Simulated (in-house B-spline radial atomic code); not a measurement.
**Binding energies in Pb2+**

NIST's tabulated ground configuration is [Xe] 4f14 5d10 6s2; each binding energy is the energy of the ion with one electron taken from that subshell, relaxed, less that of the parent. Computed with a radial B-spline atomic code at the basis-set limit: Dirac-Hartree-Fock, average of configuration, Fermi nucleus of rms radius 5.5012 fm. Energies include first-order Breit, QED and recoil terms.

```
subshell  X-ray name  binding energy (eV)  -ε (eV)  relaxation (eV)
      1s           K              88024.9  88614.1             95.2
      2s          L1              15892.7  16014.0             57.1
   2p1/2          L2              15224.7  15350.1             62.2
   2p3/2          L3              13060.2  13157.2             58.0
      3s          M1               3883.3   3928.5             32.0
   3d3/2          M4               2612.1   2651.1             34.2
   3d5/2          M5                 2510   2546.6             33.4
      4s          N1                924.9    941.6             13.7
   4p1/2          N2                795.3    811.7             13.7
   4p3/2          N3                675.1    688.8             12.4
   4d3/2          N4                464.2    477.2             12.3
   4d5/2          N5                441.8    454.0             11.9
      5s          O1                179.6    184.0              3.8
   4f5/2          N6                166.6    178.2             11.9
   4f7/2          N7                161.7    173.0             11.7
   5p1/2          O2                133.7    137.5              3.5
   5p3/2          O3                111.5    114.5              2.9
   5d3/2          O4                45.65    47.66             2.02
   5d5/2          O5                43.09    44.88             1.84
      6s          P1                29.78    30.17             0.32
```

Relaxation = -ε minus the binding energy without Breit, QED and recoil terms.

Emission lines follow as differences of binding energies, with λ = 12398.42 eV·Å / E:

```tsv
line	holes	energy (eV)	wavelength (Å)
K-L3	1s → 2p3/2	74964.7	0.16539
K-L2	1s → 2p1/2	72800.2	0.17031
L3-M5	2p3/2 → 3d5/2	10550.2	1.1752
L2-M4	2p1/2 → 3d3/2	12612.6	0.98302
L3-M1	2p3/2 → 3s	9176.9	1.351
L2-N4	2p1/2 → 4d3/2	14760.5	0.83997
M5-N7	3d5/2 → 4f7/2	2348.3	5.2797
M4-N6	3d3/2 → 4f5/2	2445.5	5.0699
```

**Question.** What screening constant σ does Moseley's law, E = (3/4)·13.6057 eV·(Z - σ)², need for K-L3?

**Answer.** σ = -3.71.

Moseley's non-relativistic formula needs a falling, then negative, screening constant for heavy elements, because relativity binds the 1s electron more strongly than the formula allows.

**Question.** What does it cost to remove both a 5d3/2 and a 6s electron?

**Answer.** 87.254 eV, which is 11.82 eV more than the two single binding energies together.

**Question.** What does it cost to remove both a 2s and a 5p1/2 electron?

**Answer.** 16049 eV, which is 22.62 eV more than the two single binding energies together.

**Question.** What does it cost to remove both a 3s and a 4p3/2 electron?

**Answer.** 4596.3 eV, which is 37.88 eV more than the two single binding energies together.
